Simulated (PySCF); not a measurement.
Spectrum to structure. Method: TDDFT CAM-B3LYP/def2-SVPD, vertical, gas phase, core orbitals frozen in the response (PySCF). Geometries: PBE0-D3(BJ)/def2-SVP, one conformer each.

```csv
state,E (eV),f,"main configurations (H = HOMO, L = LUMO)"
S1,4.92,0.0002,H-1→L (88%)
S2,6.07,0.468,H→L (92%)
S3,6.57,0.082,H-2→L (92%)
S4,6.84,0.0003,H→L+1 (85%)
S5,7.16,0.013,"H-2→L+1 (45%), H-2→L+2 (29%)"
S6,7.20,0.045,"H-1→L+1 (70%), H-1→L+2 (8%)"
```

Orbital energies (eV): HOMO-3 -11.55, HOMO-2 -9.17, HOMO-1 -8.70, HOMO -8.56, LUMO 0.34, LUMO+1 1.19, LUMO+2 1.68.

Question: Which structure fits? All have the formula C5H9NO.
A. `COC1=NCCC1` (5-methoxy-3,4-dihydro-2H-pyrrole)
B. `O=C1CCCCN1` (delta-valerolactam)
C. `CC(C)(C)N=C=O` (tert-butyl isocyanate)
D. `CC(C)=CC(N)=O` (3-methylbut-2-enamide)

Answer: D. Its S1, at 4.92 eV, is the lowest among the candidates; the nearest of the others has S1 at 5.62 eV. S1 is HOMO-1→LUMO (88%). Löwdin shares by element: HOMO carbon 66% or more, oxygen 7% (atoms not listed hold the other 26%); LUMO carbon 61% or more, oxygen 11% (atoms not listed hold the other 28%). At the same level the other candidates give, for their lowest levels:
- `CC(C)(C)N=C=O`: 6.45 eV (f 0.001); 7.13 eV (f 0.025); 7.59 eV (f 0.004); 7.91 eV (f 0.002); 7.99 eV (f 0.001); T1 6.08 eV; HOMO -9.39, LUMO 0.86 eV
- `O=C1CCCCN1`: 5.62 eV (f 0.001); 6.67 eV (f 0.030); 7.01 eV (f 0.082); 7.23 eV (f 0.077); 7.87 eV (f 0.006); T1 5.17 eV; HOMO -8.61, LUMO 1.02 eV
- `COC1=NCCC1`: 6.49 eV (f 0.001); 6.99 eV (f 0.002); 7.32 eV (f 0.149); 7.49 eV (f 0.073); 7.74 eV (f 0.009); HOMO -8.55, LUMO 1.35 eV

Shape of the structure used: `[CH3:1][C:2]([CH3:3])=[CH:4][C:5]([NH2:6])=[O:7]`: C2–C4–C5–N6 179°, H–N6–C5–C4 2°, H–N6–C5–C4 179°.
Triplets come from the Tamm–Dancoff approximation.
